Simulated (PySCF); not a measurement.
Trend along the second period: MGe cations

MP2 with double-zeta basis sets in PySCF, for the lowest determinant that a PBE0 search found; no spin–orbit coupling. De refers to high-spin ground-configuration atoms (the charge goes to the atom of lower measured ionisation energy or higher electron affinity, which is not always the lowest computed limit).

| M | basis | reference, frozen orbitals | charged atom | state (unpaired electrons) | Re (Å) | ωe (cm⁻¹) | De (eV) |
| --- | --- | --- | --- | --- | --- | --- | --- |
| Li | jorge-DZP-DKH | UHF, 9 | Li+ | triplet (σ ↑, π ↑) | 2.834 | 253 | 0.90 |
| Be | pcseg-1 | UHF, 9 | Ge+ | doublet (π ↑) | 2.399 | 376 | 1.50 |
| C | def2-SVPD | UHF, 10 | Ge+ | quartet (σ ↑, π ↑↑) | 1.903 | 736 | 2.92 |
| N | 6-31G(d,p) | UHF, 10 | Ge+ | triplet (π ↑↑) | 1.906 | 673 | 1.33 |
| O | def2-SVP | UHF, 10 | Ge+ | doublet (π ↑) | 1.776 | 761 | 3.36 |
| F | cc-pVDZ-PP/cc-pVDZ | RHF, 5 | Ge+ | singlet (closed shell) | 1.708 | 804 | 5.38 |

The shortest bond is that of GeF⁺ (1.708 Å), the longest that of LiGe⁺ (2.834 Å). GeF⁺ is bound most strongly (5.38 eV) and LiGe⁺ least (0.90 eV).

The rows differ in basis set, which adds steps of its own.

The state changes along the series, so neighbouring rows are not always alike in their bonding.

Correlated steps freeze the inner cores (5 to 10 orbitals); shallow outer-core shells are correlated. Correlated levels converge slowly with the basis: in double zeta they bind strong bonds too weakly, by up to about 1 eV, and carry superposition errors of some tenths. Spin–orbit coupling is left out. For an ion De counts to the pair picked by the measured ionisation energies or electron affinities, which need not be the lowest pair at this level. Where the molecule has an RHF reference, its open-shell atoms are computed with UHF. States were picked by a PBE0 search and need not be the measured ground states.
